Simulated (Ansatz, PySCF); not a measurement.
Reaction (SMILES): CN[SiH2-] -> C[N-][SiH3]
Each molecule is optimised on its own at B3LYP-D3(BJ)/def2-TZVP (Ansatz, a first-principles code), one conformer each, not searched for the lowest.

Wanted: isomerisation energy (enthalpy at 298 K, with B3LYP-D3(BJ) rigid-rotor harmonic-oscillator terms from PySCF), in kcal/mol. Valence correlation only, unless marked. Spin-orbit coupling is left out. No relativistic terms. Anions need diffuse functions: aug- sets have them; def2-D sets add few. CBS marks a two-point X^-3 extrapolation of the correlation energy; Hartree-Fock from the larger set.

```
level                                                program  isomerisation energy (kcal/mol)
--------------------------------------------  --------------  -------------------------------
PBE-D3(BJ)/def2-TZVPD                         Ansatz + dftd3                             -3.6
r2SCANh/def2-TZVPD                                    Ansatz                             -5.3
B2GP-PLYP/def2-TZVPD                                  Ansatz                                …
CCSD(T)/CBS(aug-cc-pV(T+d)Z,aug-cc-pV(Q+d)Z)          Ansatz                                …
```

**Question.** Some entries are withheld; supply them.

**Answer.** 
- B2GP-PLYP/def2-TZVPD, isomerisation energy (kcal/mol): -5.9
- CCSD(T)/CBS(aug-cc-pV(T+d)Z,aug-cc-pV(Q+d)Z), isomerisation energy (kcal/mol): -4.1
